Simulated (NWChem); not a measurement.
Isomers of CH3FO3Si, each optimised at B3LYP/6-31G* with NWChem, gas phase unless a solvent is named. Flexible species stand in one conformer each, which need not be the lowest. Pople sets run with spherical d functions. Relative energies count from the lowest isomer at each level and are electronic, without zero-point energy, on those geometries.

A: F[Si@@H](O)C(=O)O
B: O=CO[Si@@H](O)F
C: O[Si]1(F)OCO1
D: O=C[Si](O)(O)F

| quantity | A | B | C | D |
|---|---|---|---|---|
| relative energy, PBE/def2-TZVP (kcal/mol) | 28.2 | 3.2 | 0.0 | 16.4 |
| relative energy, r2SCAN/def2-TZVP (kcal/mol) | 33.4 | 5.5 | 0.0 | 19.2 |
| dipole (D), B3LYP/6-31G* | 1.94 | 1.88 | 0.84 | 1.33 |
| SMD solvation free energy in water, B3LYP/6-31G* (kcal/mol) | -6.9 | -3.1 | -8.5 | -8.1 |
| SMD solvation free energy in toluene, B3LYP/6-31G* (kcal/mol) | -3.8 | -2.5 | -4.4 | -4.2 |
